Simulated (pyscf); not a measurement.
Cl–GeH₃ + •H₂Si–Cl -> GeH₃• + Cl–SiH₂–Cl, an atom transfer (doublet surface; Cl–Ge broken, Cl–Si formed). Single points on ωB97X-D3(BJ)/def2-SVP structures (PySCF, gas phase). Energies in kcal/mol from the separated reactants.

Small-basis levels: PySCF, no dispersion term, spherical d functions. AM1 to PM7: differences of heats of formation from MOPAC, which are fitted to 298 K values and so differ in kind from electronic energies by zero-point and thermal terms. Open shells are spin-unrestricted. 

| level | barrier | reaction energy |
|---|---|---|
| HF/3-21G | 19.4 | +6.2 |
| SVWN5/6-31G*+LANL2DZ | -6.4 | -16.5 |
| PBE/6-31G*+LANL2DZ | 0.1 | -15.0 |
| PBE/def2-SVP | 1.7 | -9.9 |
| B3LYP/def2-SVP | 6.9 | -10.5 |
| PM3 | -24.6 | -16.0 |
| PM6 | 8.6 | -21.5 |
| ωB97M-D3(BJ)/def2-TZVP | 10.0 | -14.9 |

Against the last row the barrier runs from -34.6 (PM3) to +9.3 kcal/mol (HF/3-21G). At SVWN5/6-31G*+LANL2DZ, PM3 this geometry lies under one side, so the entry may be no barrier of that level: it is a single point on another level's saddle. ωB97M-D3(BJ)/def2-TZVP has limits of its own. One saddle was located; it need not be the lowest between these sides. The angle at the transferred Cl is 176°. In the def2 sets elements up to Kr have no core potential.
